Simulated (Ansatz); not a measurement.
Harmonic frequencies (cm⁻¹) at PBE0-D4/def2-TZVP from Ansatz: 135, 175, 185, 226, 275, 305, 582, 584, 674, 755, 828, 1153, 1179, 1403, 1410, 3044, 3158, 3163.

Q: Which molecule is it?
A. `[NH2][V](=[O])([OH])[Cl]`
B. `[NH2][V](=[O])([OH])[OH]`
C. `[NH]=[V]([NH2])([F])[F]`
D. `[CH3][V](=[O])([F])[F]`

A: D.
